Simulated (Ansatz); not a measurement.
# Worked example: BH2Br + C4H10S → BH2(SH) + C4H9Br

Species: BH2Br `BBr`, singlet; C4H10S (2-methyl-2-propanethiol) `CC(C)(C)S`, singlet; BH2(SH), singlet; C4H9Br (2-bromo-2-methylpropane) `CC(C)(C)Br`, singlet. The partners trade Br for SH: B–Br and C–SH bonds give way to B–SH and C–Br.

Shapes, held fixed at every level: PBE0-D4/def2-TZVP. Flexible molecules stand in one conformer, not always the lowest. Programs: Ansatz 0.2.0. The zero-point and thermal change to 298 K, harmonic and unscaled (PBE0-D4/def2-TZVP), is +1.3 kJ/mol.

At CCSD(T)/def2-TZVPP; 1 Eh = 2625.50 kJ/mol:

| species | energy (Eh) |
| --- | --- |
| BH2Br | -2598.702326 |
| C4H10S | -555.894219 |
| BH2(SH) | -424.329173 |
| C4H9Br | -2730.275173 |

Task: Work out ΔH(298 K) of the reaction at this level.

Result: 
1. Products less reactants: (-424.329173) + (-2730.275173) − [(-2598.702326) + (-555.894219)] = -0.007801 Eh = -20.5 kJ/mol.
2. With the thermal change: -20.5 + (+1.3) = -19.2 kJ/mol.

Other levels give -20.9 (PBE0-D4/def2-TZVPP) to -13.8 kJ/mol (HF/def2-SVP). No measured value is set beside it here. Relativity is left out for Br. Outer-core shells of Br are correlated in most correlated rows, in sets that cover them unevenly.
